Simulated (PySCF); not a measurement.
# Electron correlation in Sn⁺ (tin, charge +1)

[Kr] 4d10 5s2 5p1, 2P determinant. Computed with PySCF 2.14 in aug-cc-pVDZ-PP with ECP28MDF, with scalar relativity through the core potential. Frozen: 4s2 4p6 4d10; 3 electrons correlated.

MP2 pair energies summed by pair of shells (mhartree):

```
 pair  energy  share (%)
5s-5s  -15.92       59.2
5s-5p  -10.96       40.8
```

Total MP2 correlation energy: -26.88 mhartree.

Same-spin part -1.89 and opposite-spin part -25.00 mhartree; SCS-MP2 scales them by 1/3 and 6/5 to -30.62 mhartree.

```json
{"level": "CCSD", "correlation energy (mhartree)": "-40.07"}
{"level": "(T)", "correlation energy (mhartree)": "-0.39"}
{"level": "CCSD(T)", "correlation energy (mhartree)": "-40.46"}
```

Diagnostics: T1 = 0.0098, D1 = 0.0237, largest double amplitude 0.095.

Question: Is a single reference adequate?

Answer: Mostly. T1 lies below 0.03, but a double amplitude of this size points to a near-degeneracy that CCSD handles and MP2 describes poorly.
